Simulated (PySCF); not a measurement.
Isomers C$_{7}$H$_{14}$FP:

A. SMILES C1CP(CC)CCC1F
B. `InChI=1S/C7H14FP/c1-5-6(8)9-7(2,3)4/h5H2,1-4H3`
C. `C/C(F)=P\CC(C)(C)C`

Spectrum 1. $^{13}$C{$^{1}$H} NMR (computed): δ 238.7 (C), 35.9 (CH2), 35.2 (C), 31.9 (CH3), 16.7 (CH3).

Spectrum 2. $^{13}$C{$^{1}$H} NMR (computed): δ 233.4 (C), 43.1 (CH2), 32.0 (C), 31.8 (CH3), 24.8 (CH3).

Spectrum 3. $^{13}$C{$^{1}$H} NMR (computed): δ 90.5 (CH), 33.0 (CH2), 31.5 (CH2), 25.8 (CH2), 12.1 (CH3).

PySCF calculation with structure optimised with GFN2-xTB and GIAO PBE0/pcSseg-1 shieldings; non-relativistic Hamiltonian, isolated molecule, one averaged value for each set of equivalent atoms, one computed conformer.

Shifts are taken against calculated references (same method and geometry level): TMS for $^{13}$C (186.93 ppm). Splittings of carbon signals by F and P are missing where no couplings were computed. Shifts are as computed. Against solution values, carbons near 30 ppm lie about +3 ppm off and those near 130 ppm about +5 ppm. Of 1211 compounds with measured shifts, 218 miss one by over three times the rms of a fit or turn the order of signals round; such compounds aren't used in these exercises.

Which spectrum belongs to which compound?

Results:

1–B, 2–C, 3–A.

- Spectrum 1 (B): 5 $^{13}$C signals; δC 35.9 is an sp3 CH2; δC 31.9 is a methyl carbon.
- Spectrum 2 (C): 5 $^{13}$C signals; δC 32.0 is a quaternary sp3 carbon; δC 31.8 is a methyl carbon.
- Spectrum 3 (A): 5 $^{13}$C signals; δC 90.5 is an sp3 CH bonded to F; δC 33.0 is an sp3 CH2 in a ring.
